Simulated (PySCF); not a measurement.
Structure with atom numbers: `[CH:1]#[C:2]/[C:3]([CH3:4])=[C:5]1/[CH2:6][CH2:7][C:8]1=[CH2:9]`; H(Xn) means a hydrogen on atom n. Ha(C9) is cis to C5; Hb(C9) is trans to C5.

GIAO PBE0/pcSseg-1 shifts (PySCF, gas phase, non-relativistic, equivalent atoms averaged), each against references optimised in the same way as the molecule (TMS).

On the GFN2-xTB geometry: C5 155.1, C8 152.8, C9 116.5, C3 116.2, C1 95.0, C2 89.0, C6 28.2, C7 28.1, C4 22.1, Ha(C9) 6.41, Hb(C9) 5.35, H(C1) 3.14, H(C6) 2.75, H(C7) 2.68, H(C4) 1.89 ppm.

Problem. What changes on the PBE0-D3(BJ)/def2-SVP geometry?

Solution. 
```tsv
atoms	δ (ppm)	change
C5	156.7	+1.6
C8	153.5	+0.7
C9	117.6	+1.1
C3	116.1	-0.1
C1	94.6	-0.4
C2	87.2	-1.8
C6	28.6	+0.4
C7	28.7	+0.6
C4	20.8	-1.3
Ha(C9)	6.41	+0.00
Hb(C9)	5.29	-0.06
H(C1)	3.50	+0.36
H(C6)	2.64	-0.11
H(C7)	2.60	-0.08
H(C4)	1.77	-0.12
```

Bonds between heavy atoms that differ most (equivalent bonds averaged): C1–C2 1.202 → 1.216 Å, C3–C5 1.340 → 1.353 Å, C8–C9 1.325 → 1.338 Å, C8–C5 1.457 → 1.469 Å, C2–C3 1.413 → 1.424 Å. Mean change of bonds to hydrogen: C–H +0.014 Å.
